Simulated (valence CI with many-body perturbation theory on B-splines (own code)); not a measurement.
# Rh XII: E2, E3, M1, M2 decay

Level of theory: relativistic CI+MBPT: six valence electrons over a frozen Dirac-Fock core [Ar] 3d10, radial functions for each j: 9 s, 9 p, 8 d, 6 f, 3 g, 1 h, with the one-electron correlation potential Σ1 (screened to all orders), the two-electron term Σ2, the three-electron term Σ3, Breit, model QED; selected single and double excitations, second order for the rest, scaled by the run's own slope (own B-spline code, finite nucleus).

No measured spectrum was set against this ion. As an estimate, levels hold to about 250 cm⁻¹ or 0.2 % of their energy and the worst to 1 %, as in measured heavy ions of charge 2 to 7; those with d or f electrons hold less well. Among the levels kept, up to 1500 cm⁻¹ of a level comes from second order outside the variational space, and about a tenth of that is noise between levels of different J, which matters for small intervals.

Lines 1 to 41 of 41 in falling wavelength, among levels below 68.208 eV, chosen from the decays that carry over 1 % of a level's rate. Wavelengths and rates use the calculated energies, so an error of 800 cm⁻¹ moves a line at 1296 nm by 10 % and its rate by three times that or more. Electric multipoles are in the length gauge, E1 and E2 with the static RPA response of the core. Weak lines are less certain than strong ones. Lines between different terms over intervals too small for the method are left out, as are lines whose strength nearly cancels. The highest levels of a list are the least certain. Branching is blank where the lifetime is uncertain.

Names give the largest LS component (configuration and term), which can be under half, so a name can repeat, a term be missing and a line seem to break the LS rules; names also repeat where a configuration has a term twice. Letters in brackets count levels of one name in rising energy.

```
λ vac (nm)               Upper               Lower  Type   A (s⁻¹)  Branch %
      2140      4s²4p³4d ⁵D°_4      4s²4p³4d ⁵D°_3    M1  2.16e+00          
      1296  4s²4p³4d ³F°_4 [b]      4s²4p³4d ³G°_3    M1  5.69e+00          
      1175      4s²4p³4d ³G°_5  4s²4p³4d ³F°_4 [b]    M1  2.44e+00          
     803.9         4s²4p⁴ ³P_1         4s²4p⁴ ³P_0    M1  2.38e+01       2.8
     683.3  4s²4p³4d ³F°_4 [b]  4s²4p³4d ³F°_3 [a]    M1  1.16e+01          
     649.9  4s²4p³4d ³F°_4 [c]  4s²4p³4d ³F°_3 [b]    M1  5.43e+01       1.5
     639.8      4s²4p³4d ¹G°_4      4s²4p³4d ³G°_3    M1  1.53e+01          
     627.2      4s²4p³4d ³G°_5  4s²4p³4d ³F°_4 [a]    M1  3.70e+01          
     589.5  4s²4p³4d ³F°_4 [a]  4s²4p³4d ³D°_3 [a]    M1  4.40e+01          
     578.3         4s²4p⁴ ¹D_2         4s²4p⁴ ³P_1    M1  1.10e+01       1.4
     440.7         4s²4p⁴ ³P_0         4s²4p⁴ ³P_2    E2  3.58e-01     100.0
     284.7         4s²4p⁴ ³P_1         4s²4p⁴ ³P_2    M1  8.25e+02      97.0
     232.1  4s²4p³4d ³F°_4 [a]      4s²4p³4d ⁵D°_4    M1  4.02e+02          
     216.1  4s²4p³4d ³F°_4 [c]      4s²4p³4d ³G°_5    M1  3.53e+02       9.8
     213.3  4s²4p³4d ³F°_4 [c]      4s²4p³4d ¹G°_4    M1  1.68e+02       4.7
     198.0  4s²4p³4d ³F°_4 [b]      4s²4p³4d ⁵D°_4    M1  1.81e+02          
     190.8         4s²4p⁴ ¹D_2         4s²4p⁴ ³P_2    M1  7.72e+02      97.8
     182.5  4s²4p³4d ³F°_4 [c]  4s²4p³4d ³F°_4 [b]    M1  3.93e+02      10.9
     181.2  4s²4p³4d ³F°_4 [b]      4s²4p³4d ⁵D°_3    M1  9.77e+01          
     171.1      4s²4p³4d ¹G°_4      4s²4p³4d ⁵D°_4    M1  1.10e+02          
     169.4      4s²4p³4d ³G°_5      4s²4p³4d ⁵D°_4    M1  9.30e+01          
     169.4      4s²4p³4d ³G°_5      4s²4p³4d ⁵D°_4    E2  2.54e+00          
     160.7  4s²4p³4d ³F°_4 [c]  4s²4p³4d ³F°_4 [a]    M1  9.86e+02      27.4
     160.0  4s²4p³4d ³F°_4 [c]      4s²4p³4d ³G°_3    M1  1.45e+02       4.0
     158.5      4s²4p³4d ¹G°_4      4s²4p³4d ⁵D°_3    M1  5.18e+01          
     144.0  4s²4p³4d ³F°_4 [c]  4s²4p³4d ³F°_3 [a]    M1  3.95e+01       1.1
     143.6         4s²4p⁴ ¹S_0         4s²4p⁴ ³P_1    M1  5.76e+03      99.0
     126.3  4s²4p³4d ³F°_4 [c]  4s²4p³4d ³D°_3 [a]    M1  3.68e+02      10.2
     94.97  4s²4p³4d ³F°_4 [c]      4s²4p³4d ⁵D°_4    M1  5.99e+02      16.7
     90.93  4s²4p³4d ³F°_4 [c]      4s²4p³4d ⁵D°_3    M1  6.55e+01       1.8
     82.78      4s²4p³4d ⁵D°_4         4s4p⁵ ³P°_2    E2  6.49e+00          
     61.02  4s²4p³4d ³F°_4 [a]         4s4p⁵ ³P°_2    E2  4.42e+01          
     55.79      4s²4p³4d ¹G°_4         4s4p⁵ ³P°_2    E2  8.68e+00          
     44.23  4s²4p³4d ³F°_4 [c]         4s4p⁵ ³P°_2    E2  3.85e+02      10.7
     24.46  4s²4p³4d ³F°_4 [a]         4s²4p⁴ ¹D_2    M2  9.37e+01          
     24.02  4s²4p³4d ³F°_4 [b]         4s²4p⁴ ¹D_2    M2  3.33e+01          
     23.91      4s²4p³4d ⁵D°_4         4s²4p⁴ ³P_2    M2  1.12e+02          
     23.57      4s²4p³4d ¹G°_4         4s²4p⁴ ¹D_2    M2  5.46e+01          
     23.57      4s²4p³4d ¹G°_4         4s²4p⁴ ¹D_2    E3  3.07e+00          
     20.98      4s²4p³4d ¹G°_4         4s²4p⁴ ³P_2    M2  8.78e+00          
     20.95      4s²4p³4d ³G°_5         4s²4p⁴ ³P_2    E3  4.98e+00
```
